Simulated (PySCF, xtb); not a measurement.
C3H9FSi, SMILES F[Si](C)(C)C.

xtb 6.7.1 with GFN2-xTB at its own geometry gives an orbital gap of 7.00 eV and a dipole moment of 2.13 D.

Coordinates come from a B3LYP-D3(BJ)/def2-SVP optimisation.

Question: What does PBE/def2-TZVP in PySCF give? (An estimate is asked for; the answer gives what the named calculation found.)

Answer: gap 7.34 eV (levels -7.23 and 0.10 eV), dipole 1.87 D.
